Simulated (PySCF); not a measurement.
**Diatomics of S with the lanthanides**

PBE0 with double-zeta basis sets in PySCF, for the lowest determinant that a PBE0 search found; no spin–orbit coupling. De refers to high-spin ground-configuration atoms. A positive dipole means M(−)S(+).

```json
{"M": "La", "basis": "x2c-SVPall", "state (unpaired electrons)": "doublet (σ ↑)", "Re (Å)": "2.359", "ωe (cm⁻¹)": "469", "De (eV)": "5.92", "μ (D)": "-5.57"}
{"M": "Ce", "basis": "x2c-SVPall", "state (unpaired electrons)": "triplet (f population 1.2)", "Re (Å)": "2.319", "ωe (cm⁻¹)": "478", "De (eV)": "6.16", "μ (D)": "-5.32"}
{"M": "Nd", "basis": "x2c-SVPall", "state (unpaired electrons)": "quintet (f population 3.9)", "Re (Å)": "2.393", "ωe (cm⁻¹)": "393", "De (eV)": "4.49", "μ (D)": "-8.19"}
{"M": "Pm", "basis": "x2c-SVPall", "state (unpaired electrons)": "sextet (f population 4.8)", "Re (Å)": "2.368", "ωe (cm⁻¹)": "396", "De (eV)": "4.39", "μ (D)": "-7.76"}
{"M": "Sm", "basis": "x2c-SVPall", "state (unpaired electrons)": "septet (f population 6.0)", "Re (Å)": "2.395", "ωe (cm⁻¹)": "398", "De (eV)": "4.15", "μ (D)": "-8.91"}
{"M": "Eu", "basis": "x2c-SVPall", "state (unpaired electrons)": "octet (f population 7.0)", "Re (Å)": "2.401", "ωe (cm⁻¹)": "400", "De (eV)": "3.96", "μ (D)": "-9.30"}
{"M": "Gd", "basis": "x2c-SVPall", "state (unpaired electrons)": "nonet (f population 7.1)", "Re (Å)": "2.290", "ωe (cm⁻¹)": "472", "De (eV)": "5.62", "μ (D)": "-6.19"}
{"M": "Tb", "basis": "x2c-SVPall", "state (unpaired electrons)": "octet (f population 8.1)", "Re (Å)": "2.280", "ωe (cm⁻¹)": "474", "De (eV)": "5.17", "μ (D)": "-6.25"}
{"M": "Dy", "basis": "x2c-SVPall", "state (unpaired electrons)": "septet (f population 9.1)", "Re (Å)": "2.276", "ωe (cm⁻¹)": "473", "De (eV)": "4.24", "μ (D)": "-6.23"}
{"M": "Ho", "basis": "x2c-SVPall", "state (unpaired electrons)": "sextet (f population 10.1)", "Re (Å)": "2.273", "ωe (cm⁻¹)": "471", "De (eV)": "3.94", "μ (D)": "-6.26"}
{"M": "Tm", "basis": "x2c-SVPall", "state (unpaired electrons)": "doublet (f population 12.8)", "Re (Å)": "2.326", "ωe (cm⁻¹)": "398", "De (eV)": "3.40", "μ (D)": "-8.23"}
{"M": "Yb", "basis": "x2c-SVPall", "state (unpaired electrons)": "singlet (f population 13.9)", "Re (Å)": "2.341", "ωe (cm⁻¹)": "394", "De (eV)": "3.22", "μ (D)": "-8.89"}
```

The shortest bond is that of HoS (2.273 Å), the longest that of EuS (2.401 Å).

The state changes along the series, so neighbouring rows are not always alike in their bonding.

⟨S²⟩ is raised (TmS 0.98), so spin contamination touches these numbers. These are scalar-relativistic numbers at best; spin–orbit coupling would shift them, the dissociation energy most.
